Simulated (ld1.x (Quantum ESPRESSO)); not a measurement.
## What the settings do to the TM potential of titanium (Ti)

Base potential:

Ti, norm-conserving Troullier–Martins (Kleinman–Bylander form), made with ld1.x (Quantum ESPRESSO) 7.5 (PBE, scalar-relativistic). Core [Ne] 3s2, reference 3p6 3d2 4s0.5 4p0 (charge +1.5). Waves: 3p (bound): rc 1.40 bohr; 3d (bound): rc 2.25 bohr; 4s (bound): rc 2.35 bohr. Local part: the s channel. Core correction: a·sin(br)/r model core inside 1.25 bohr.

Cutoffs, loose and tight: the cutoffs (Ry, on a coarse ladder) from which the occupation-weighted sum of valence levels, in a spherical-Bessel basis at the reference potential, stays within 10 and 1 mRy of its value at 400 Ry. They do not see the model core or the augmentation charge, which bear on the density cutoff. Test errors are all-electron minus pseudo excitation energies from the reference, over the configurations 3p6 3d2 4s2 4p0; 3p6 3d2 4s1 4p0; 3p6 3d2 4s0 4p0; 3p6 3d3 4s1 4p0; 3p5 3d2 4s2 4p0; 3p6 3d3 4s0 4p0; 3p6 3d2 4s1 4p1. A dash means not determined; rows that change the core or the reference have their own tests.

A true bound ghost makes a file unfit for plane-wave use even where its test errors are small: the radial tests pick states by their node count and pass the ghost by.

| change | outcome | cutoff, loose | cutoff, tight | bound ghosts | largest test error (meV) |
| --- | --- | --- | --- | --- | --- |
| base | generated | 45 Ry | 80 Ry | none | -661 |
| all radii but the core radius scaled by about 0.74 (s 1.74, p 1.04, d 1.66 bohr) | generated | 90 Ry | 160 Ry | s (extra level of the local part) | +507 |
| all radii but the core radius scaled by about 0.81 (s 1.90, p 1.14, d 1.82 bohr) | generated | 80 Ry | 110 Ry | none | -397 |
| all radii but the core radius scaled by about 1.11 (s 2.60, p 1.56, d 2.50 bohr) | generated | 45 Ry | 80 Ry | none | -738 |
| all radii but the core radius scaled by about 1.16 (s 2.72, p 1.62, d 2.60 bohr) | generated | 45 Ry | 80 Ry | none | -757 |
| all radii but the core radius scaled by about 1.26 (s 2.96, p 1.76, d 2.84 bohr) | generated | 40 Ry | 70 Ry | none | -761 |
| all radii but the core radius scaled by about 1.30 (s 3.06, p 1.82, d 2.92 bohr) | generated | 40 Ry | 70 Ry | none | -762 |
| all radii but the core radius scaled by about 1.37 (s 3.22, p 1.92, d 3.08 bohr) | generated | 40 Ry | 70 Ry | none | -734 |

Problem. What comes out with this change to the base: all radii but the core radius scaled by about 0.90 (s 2.12, p 1.26, d 2.02 bohr)?

Solution. outcome: generated; cutoff, loose: 60 Ry; cutoff, tight: 90 Ry; bound ghosts: none; largest test error (meV): -509.

Reading the sweep of the scale of all radii but the core radius (base = 1) (base included, trends over the rows without a ghost): The loose cutoff falls from 80 Ry at 0.81 to 40 Ry at 1.37. A larger radius leaves more room for a smooth pseudo-wave, so fewer plane waves are needed; a smaller one forces it to follow the all-electron wave where it bends sharply. The median size of the test errors (rows with all tests solved) is not monotonic: lowest 7.9 meV at 1.26, highest 68.3 meV at 1. Bound ghosts are found at 0.74.
